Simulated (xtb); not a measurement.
Cl3Si (SMILES Cl[Si](Cl)Cl), doublet, geometry from GFN2-xTB; GFN2-xTB (xtb).

Input for xtb:
```
$ xtb mol.xyz --gfn 2 --uhf 1 --etemp 5000 --json

# file mol.xyz
4

Cl     1.85834472    -0.43964347    -0.16627542
Si     0.00366610    -0.01083797     0.52515717
Cl    -1.31430510    -1.38571251    -0.16365187
Cl    -0.54705876     1.83428137    -0.10255510
```

The log (banner, timings and long lists left out):

```
   ID    Z sym.   atoms
    1   17 Cl     1, 3, 4
    2   14 Si     2

           -------------------------------------------------
          |                Calculation Setup                |
           -------------------------------------------------

           -------------------------------------------------
          |                 G F N 2 - x T B                 |
           -------------------------------------------------

          ...................................................
          :                      SETUP                      :
          :.................................................:
          :  # basis functions                  40          :
          :  # atomic orbitals                  36          :
          :  # shells                           12          :
          :  # electrons                        25          :
          :  max. iterations                   250          :
          :  Hamiltonian                  GFN2-xTB          :
          :  restarted?                      false          :
          :  GBSA solvation                  false          :
          :  PC potential                    false          :
          :  electronic temp.         5000.0000000     K    :
          :  accuracy                    1.0000000          :
          :  -> integral cutoff          0.2500000E+02      :
          :  -> integral neglect         0.1000000E-07      :
          :  -> SCF convergence          0.1000000E-05 Eh   :
          :  -> wf. convergence          0.1000000E-03 e    :
          :  Broyden damping             0.4000000          :
          :  net charge                          0          :
          :  unpaired electrons                  1          :
          ...................................................

 iter      E             dE          RMSdq      gap      omega  full diag
   1    -15.4444371 -0.154444E+02  0.680E+00    4.02       0.0  T
   2    -15.4650794 -0.206423E-01  0.296E+00    3.96       1.0  T
   3    -15.4635837  0.149566E-02  0.211E+00    4.06       1.0  T
   4    -15.4696238 -0.604008E-02  0.726E-01    4.05       1.0  T
   5    -15.4615252  0.809856E-02  0.184E+00    4.03       1.0  T
   6    -15.4679071 -0.638189E-02  0.942E-01    4.07       1.0  T
   7    -15.4682638 -0.356676E-03  0.850E-01    4.07       1.0  T
   8    -15.4702016 -0.193779E-02  0.189E-01    4.07       1.0  T
   9    -15.4702384 -0.367967E-04  0.156E-01    4.07       1.0  T
[...]
         :: total energy             -15.450991504426 Eh    ::
[...]
        23                         -0.0035856              -0.0976
        24                         -0.0035856              -0.0976
       ...                                ...                  ...
        36                          0.7291854              19.8421
      -------------------------------------------------------------
                  HL-Gap            0.1493640 Eh            4.0644 eV
             Fermi-level           -0.3300757 Eh           -8.9818 eV

     #   Z          covCN         q      C6AA      α(0)
     1  17 Cl       0.811    -0.159   104.024    15.602
     2  14 Si       2.412     0.477   177.228    29.026
     3  17 Cl       0.811    -0.159   104.024    15.602
     4  17 Cl       0.811    -0.159   104.024    15.602

 Mol. C6AA /au·bohr⁶  :       1887.423495
 Mol. C8AA /au·bohr⁸  :      94020.629773
 Mol. α(0) /au        :         75.833308

Wiberg/Mayer (AO) data.
largest (>0.10) Wiberg bond orders for each atom

 ---------------------------------------------------------------------------
     #   Z sym  total        # sym  WBO       # sym  WBO       # sym  WBO
 ---------------------------------------------------------------------------
     1  17 Cl   1.263 --     2 Si   1.120
     2  14 Si   3.361 --     4 Cl   1.120     1 Cl   1.120     3 Cl   1.120
     3  17 Cl   1.263 --     2 Si   1.120
     4  17 Cl   1.263 --     2 Si   1.120
 ---------------------------------------------------------------------------

Topologies differ in total number of bonds
Writing topology from bond orders to xtbtopo.mol

molecular dipole:
                 x           y           z       tot (Debye)
 q only:        0.004      -0.012       0.603
   full:       -0.000       0.000      -0.001       0.003
molecular quadrupole (traceless):
                xx          xy          yy          xz          yz          zz
 q only:       -1.772      -0.001      -1.770       0.037      -0.110       3.542
  q+dip:       -1.026      -0.000      -1.024       0.021      -0.063       2.050
   full:       -0.766      -0.000      -0.765       0.016      -0.047       1.531

           -------------------------------------------------
          | TOTAL ENERGY              -15.450991504426 Eh   |
          | GRADIENT NORM               0.006812200886 Eh/α |
          | HOMO-LUMO GAP               4.064400865213 eV   |
           -------------------------------------------------

normal termination of xtb
```
